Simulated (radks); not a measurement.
Question: The mean radii <r> (bohr) of the occupied orbitals of an atom or ion are listed with their occupations. All-electron calculation, non-relativistic Kohn-Sham, exchange-only PBE, spin-polarised, spherical densities, point nucleus. Program: a radial shooting solver on a logarithmic mesh with Libxc functionals.

| orbital | occ. | <r> |
|---|---|---|
| 1s up | 1 | 0.02924 |
| 1s down | 1 | 0.02924 |
| 2s up | 1 | 0.1260 |
| 2s down | 1 | 0.1260 |
| 2p up | 3 | 0.1074 |
| 2p down | 3 | 0.1074 |
| 3s up | 1 | 0.3357 |
| 3s down | 1 | 0.3356 |
| 3p up | 3 | 0.3262 |
| 3p down | 3 | 0.3261 |
| 3d up | 5 | 0.2967 |
| 3d down | 5 | 0.2967 |
| 4s up | 1 | 0.7844 |
| 4s down | 1 | 0.7845 |
| 4p up | 3 | 0.8183 |
| 4p down | 3 | 0.8186 |
| 4d up | 5 | 0.9159 |
| 4d down | 3 | 0.9171 |
| 5s up | 1 | 1.818 |
| 5s down | 1 | 1.830 |
| 5p up | 1 | 2.009 |
| 6s up | 1 | 3.739 |
| 6s down | 1 | 3.803 |

Name the element and its charge. Open shells, if any, are filled with parallel spins first.

Answer: Z = 52, tellurium, charge +3: Te3+ in [Kr] 4d8 5s2 5p1 6s2. The 1s radius gives Z: for a bare nucleus <r> = 1.5/Z, 0.02885 bohr for Z = 52, and screening makes it slightly larger (0.02924 here). The occupations add up to 49, and the charge is Z minus that.
